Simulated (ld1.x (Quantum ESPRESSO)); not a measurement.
## u(r) = r·R(r): atom against pseudo-atom (H)

Columns: radius, all-electron u(r) and pseudo u(r) of the 1s shell (level -6.49 eV) of hydrogen in the configuration 1s1; PBE, scalar-relativistic, ultrasoft scheme, ld1.x (Quantum ESPRESSO) 7.5.

```csv
r (bohr),all-electron,pseudo
0.075,0.1335,0.0882
0.150,0.2473,0.1747
0.225,0.3436,0.2578
0.300,0.4244,0.3361
0.375,0.4916,0.4082
0.450,0.5468,0.4731
0.525,0.5914,0.5300
0.600,0.6269,0.5785
0.675,0.6543,0.6184
0.750,0.6747,0.6498
0.825,0.6891,0.6731
0.900,0.6982,0.6890
0.975,0.7028,0.6983
1.050,0.7035,0.7019
1.125,0.7009,0.7007
1.200,0.6954,0.6957
1.275,0.6875,0.6878
1.350,0.6775,0.6777
1.425,0.6659,0.6659
1.500,0.6528,0.6528
1.575,0.6386,0.6386
1.650,0.6235,0.6235
1.725,0.6076,0.6076
1.800,0.5913,0.5913
1.875,0.5745,0.5745
1.950,0.5574,0.5574
```

(1) How many radial nodes do the two functions have?

(2) Is the pseudo-wave norm-conserving?

Answers

(1) The all-electron 1s function has n − l − 1 = 0; the pseudo-wave has 0.

(2) No, it belongs to an ultrasoft set: the norm inside the radius is not constrained, and the difference is carried by the augmentation charge.
